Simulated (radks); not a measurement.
The numbers below are computed, except where a source is named.
Q: Species: Ir I. Configuration: [Xe] 4f14 5d9 (not the ground configuration). Code: a radial shooting solver on a logarithmic mesh with Libxc functionals. Model: scalar-relativistic Kohn-Sham, r2SCAN, spin-polarised, spherical densities, finite nucleus; open shells are filled with parallel spins first (spin-orbit coupling, left out, can overturn this in heavy ions); meta-GGA in the generalised Kohn-Sham scheme; Fermi nuclear charge, rms radius 5.4032 fm. Some entries of the table are withheld. Estimate them.

orbital  occ.  eigenvalue (hartree)  <1/r> (bohr^-1)
1s down     1             -2800.063            92.15
1s up       1             -2800.063            92.15
2s up       1             -490.6838            21.61
2s down     1             -490.6807            21.61
2p up       3             -426.2149            19.36
2p down     3             -426.2125            19.36
3s up       1             -115.0113            8.018
3s down     1             -115.0109            8.018
3p up       3             -96.07347            7.346
3p down     3             -96.07290            7.346
3d up       5             -75.17389            6.916
3d down     5             -75.17209            6.916
4s up       1             -24.61391            3.414
4s down     1             -24.61145            3.414
4p up       3             -18.37542            3.095
4p down     3             -18.37329            3.094
4d up       5             -10.66998            2.765
4d down     5             -10.66743            2.765
5s up       1              -3.49968              (1)
5s down     1              -3.48125              (2)
4f up       7              -2.12327            2.314
4f down     7              -2.11919            2.316
5p up       3                   (3)            1.152
5p down     3                   (4)            1.155
5d up       5              -0.15508           0.7323
5d down     4              -0.12867           0.7246

A: 
(1) 5s up <1/r> (bohr^-1): 1.365
(2) 5s down <1/r> (bohr^-1): 1.367
(3) 5p up eigenvalue (hartree): -1.90341
(4) 5p down eigenvalue (hartree): -1.87949
